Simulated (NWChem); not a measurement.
System: CHCl, singlet; SMILES Cl[CH]

NWChem input:

```
start job
memory heap 200 mb stack 900 mb global 1100 mb
geometry units angstroms noautosym nocenter noautoz
  C      0.150000     1.200207     0.000000
  Cl    -0.013346    -0.519196     0.000000
  H     -0.918878     1.524877     0.000000
end
basis spherical
  C library def2-svp
  Cl library def2-svp
  H library def2-svp
end
dft
  xc m05-2x
  iterations 150
end
cosmo
  do_cosmo_smd true
  solvent propanol
end
task dft energy
```

NWChem printed, in part:

```
             Northwest Computational Chemistry Package (NWChem) 7.3.0
             --------------------------------------------------------

                             Geometry "geometry" -> ""
                             -------------------------

 Output coordinates in angstroms (scale by  1.889725989 to convert to a.u.)

  No.       Tag          Charge          X              Y              Z
 ---- ---------------- ---------- -------------- -------------- --------------
    1 C                    6.0000     0.15000000     1.20020700     0.00000000
    2 Cl                  17.0000    -0.01334600    -0.51919600     0.00000000
    3 H                    1.0000    -0.91887800     1.52487700     0.00000000

 Effective nuclear repulsion energy (a.u.)      38.1177207001

                                 NWChem DFT Module
                                 -----------------

 Summary of "ao basis" -> "ao basis" (spherical)
 ------------------------------------------------------------------------------
       Tag                 Description            Shells   Functions and Types
 ---------------- ------------------------------  ------  ---------------------
 C                          def2-svp                 6       14   3s2p1d
 Cl                         def2-svp                 8       18   4s3p1d
 H                          def2-svp                 3        5   2s1p

 in cosmo_initialize ...
 calling solv_data for solv:propanol

 solvent parameters
 solvname_short: propanol
 solvname_long:  1-propanol
 dielec:       20.5240
 dielecinf:     1.9182
 nonaqueous SMD model solvent descriptors
 dielec:       20.5240
 sola:          0.3700
 solb:          0.4800
 solc:          0.0000
 solg:         33.5700
 solh:          0.0000
 soln:          1.3850

          ---------------
          -cosmo- solvent
          ---------------
 Cosmo: York-Karplus, doi: 10.1021/jp992097l
 dielectric constant -eps-     =  20.52
 screen = (eps-1)/(eps    )    =   0.95128
 surface charge correction     = lagrangian

   van der Waals surface
 --------------------------

[...]

                                COSMO-SMD solvation results
                                ---------------------------

             internal energy in gas <Psi(g)|H|Psi(g)> =      -498.566928870170
         internal energy in solvent <Psi(s)|H|Psi(s)> =      -498.565860068901
                               delta internal energy  =         0.001068801269 (    0.67 kcal/mol)
   total free energy in solvent <Psi(s)|H+V/2|Psi(s)> =      -498.573831140375
 polarization energy contribution <Psi(s)|V/2|Psi(s)> =        -0.007971071474 (   -5.00 kcal/mol)
    total free energy in solvent including G(SMD-CDS) =      -498.569741086737
                       G(SMD-CDS) energy contribution =         0.004090053638 (    2.57 kcal/mol)
     1 M fixed-concentration free energy of solvation =        -0.002812216567 (   -1.76 kcal/mol)

                       DFT Final Molecular Orbital Analysis
                       ------------------------------------

 Vector   10  Occ=2.000000D+00  E=-4.396435D-01
              MO Center=  6.5D-03, -2.8D-01, -2.8D-08, r^2= 1.3D+00
   Bfn.  Coefficient  Atom+Function         Bfn.  Coefficient  Atom+Function
  ----- ------------  ---------------      ----- ------------  ---------------
    27      0.586882  2 Cl pz                24      0.448855  2 Cl pz
    21      0.258829  2 Cl pz                 6      0.179529  1 C  pz
     9      0.129457  1 C  pz                29      0.037649  2 Cl d -1

 Vector   11  Occ=2.000000D+00  E=-4.349300D-01
              MO Center=  1.1D-01,  3.3D-02, -1.4D-09, r^2= 1.9D+00
   Bfn.  Coefficient  Atom+Function         Bfn.  Coefficient  Atom+Function
  ----- ------------  ---------------      ----- ------------  ---------------
    25      0.466511  2 Cl px                22      0.358756  2 Cl px
    26     -0.280136  2 Cl py                23     -0.231897  2 Cl py
     5      0.224369  1 C  py                19      0.205312  2 Cl px
     3      0.202029  1 C  s                  2      0.180448  1 C  s
    20     -0.130869  2 Cl py                 4      0.112112  1 C  px

 Vector   12  Occ=2.000000D+00  E=-3.136873D-01
              MO Center=  2.6D-01,  8.0D-01,  3.1D-09, r^2= 1.9D+00
   Bfn.  Coefficient  Atom+Function         Bfn.  Coefficient  Atom+Function
  ----- ------------  ---------------      ----- ------------  ---------------
     4      0.417104  1 C  px                25     -0.408465  2 Cl px
     3      0.377996  1 C  s                 22     -0.282728  2 Cl px
     7      0.271771  1 C  px                 2      0.250205  1 C  s
    33     -0.209575  3 H  s                 19     -0.159081  2 Cl px
     5      0.152868  1 C  py                 1     -0.115082  1 C  s

 Vector   13  Occ=0.000000D+00  E=-6.554318D-02
              MO Center=  1.1D-01,  9.4D-01, -3.2D-09, r^2= 1.7D+00
   Bfn.  Coefficient  Atom+Function         Bfn.  Coefficient  Atom+Function
  ----- ------------  ---------------      ----- ------------  ---------------
     9      0.569054  1 C  pz                 6      0.548739  1 C  pz
    27     -0.361511  2 Cl pz                24     -0.202960  2 Cl pz
    21     -0.115683  2 Cl pz                29      0.070376  2 Cl d -1

[...]
```

Level: M05-2X/def2-SVP, SMD on the gas-phase geometry. Low-valent species are run as closed-shell singlets; no triplet was tried in these runs. All runs use the structure optimised with B3LYP/6-31G* (spherical d). Solvent: 1-propanol.
